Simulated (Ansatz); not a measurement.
Nudged elastic band run: CH₇NOSSi₂

Input:

```yaml
crystal:
  periodic: [false, false, false]
  atoms:
    - { symbol: O, position_ang: [-1.649669, 0.316423, 0.460234] }
    - { symbol: C, position_ang: [-0.203297, 0.486295, 0.471811] }
    - { symbol: S, position_ang: [0.661819, -1.021161, 1.077928] }
    - { symbol: Si, position_ang: [-0.0896, -2.352645, -0.415906] }
    - { symbol: "N", position_ang: [0.199133, 1.832988, 1.108475] }
    - { symbol: Si, position_ang: [0.669542, 1.712691, -0.63974] }
    - { symbol: H, position_ang: [-1.936669, 1.178887, 0.940363] }
    - { symbol: H, position_ang: [-1.490756, -2.663804, -0.237446] }
    - { symbol: H, position_ang: [0.090171, -1.780005, -1.733234] }
    - { symbol: H, position_ang: [0.672649, -3.576967, -0.325359] }
    - { symbol: H, position_ang: [1.031719, 1.649401, 1.748599] }
    - { symbol: H, position_ang: [2.063166, 1.502686, -0.961961] }
    - { symbol: H, position_ang: [0.002392, 2.68051, -1.479063] }
basis:
  gaussian: { orbitals: STO-3G }
hamiltonian:
  xc: b3lyp
  dispersion: d4
neb:
  order_check: false
  images: 7
  f_tol: 0.03
  max_iterations: 3
  initial_path: idpp
  final_atoms:
    - { symbol: O, position_ang: [-1.18753204, 0.06239603, -0.60141875] }
    - { symbol: C, position_ang: [0.14157852, 0.5035557, -0.18761896] }
    - { symbol: S, position_ang: [1.25923927, -0.93722735, -0.26191265] }
    - { symbol: Si, position_ang: [-0.31646505, -2.38867043, -0.12955724] }
    - { symbol: "N", position_ang: [0.05166333, 1.37627337, 1.09267025] }
    - { symbol: Si, position_ang: [0.76959842, 2.24967013, -0.32487419] }
    - { symbol: H, position_ang: [-1.77416498, 0.58387268, 0.0620934] }
    - { symbol: H, position_ang: [-1.19778609, -2.1767489, 0.99630942] }
    - { symbol: H, position_ang: [-1.08021777, -2.5526412, -1.34553249] }
    - { symbol: H, position_ang: [0.37666115, -3.63826209, 0.09858618] }
    - { symbol: H, position_ang: [0.80679711, 1.03690458, 1.76525441] }
    - { symbol: H, position_ang: [2.1962565, 2.48146375, -0.36471173] }
    - { symbol: H, position_ang: [-0.02502835, 3.36471273, -0.78458665] }
```

Command:

```bash
$ ansatz run input.yaml --threads 1 --pin off --max-ram 2048MiB --backend cpu --events-out ev --progress --plain --runs-dir out
```

Output, in part (warnings, iteration lines):

```
NEB end point (image 0): max|allowed force component| = 9.154e-3 eV/Å (the criterion of neb.relax_end_points is 1.000e-2)
NEB end point (image 8): max|allowed force component| = 6.657e-3 eV/Å (the criterion of neb.relax_end_points is 1.000e-2)
NEB iter   1: max|band force component| = 7.118e-1 eV/Å  barrier→ = 0.1003 eV  barrier← = 0.2121 eV  Δτ_max = 0.1542 Å  (211 SCF iters)
NEB iter   2: max|band force component| = 6.343e-1 eV/Å  barrier→ = 0.0357 eV  barrier← = 0.1475 eV  Δτ_max = 0.0966 Å  (184 SCF iters)
NEB iter   3: max|band force component| = 1.383e-1 eV/Å  barrier→ = 0.0012 eV  barrier← = 0.1130 eV  CI = image 2  Δτ_max = 0.0352 Å  (189 SCF iters)
Error: NEB band did not converge after 3 iterations: max|band force component| = 1.38e-1 eV/Å (threshold 3.0e-2); raise `neb.max_iterations` in a new run, which can start from the last band evaluated (`neb.initial_path`, with `crystal.atoms` and `neb.final_atoms` set to its first and last images), …
```

The run ended unconverged. The band didn't meet its force threshold, so its energies are provisional: the largest band force was still 0.14 eV/Å, and over the last iterations the top moved between 0.00 and 0.10 eV. Limits of this set-up: minimal basis.

Final band (atoms are numbered from 1 in the order of the input):

```
image  path coordinate (Å)  energy (kcal/mol)  dihedral N5–C2–S3–Si4 (°)
    0                 0.00                0.0                       -170
    1                 0.47                0.0                        180
    2                 0.94                0.0                        170
    3                 1.42               -0.1                        159
    4                 1.89               -0.4                        149
    5                 2.36               -1.0                        138
    6                 2.83               -1.7                        127
    7                 3.30               -2.3                        117
    8                 3.77               -2.6                        107
```

Time of the run: 78 s on 1 thread of Arm Neoverse V2, with other jobs on the host, peak memory 0.23 GiB.
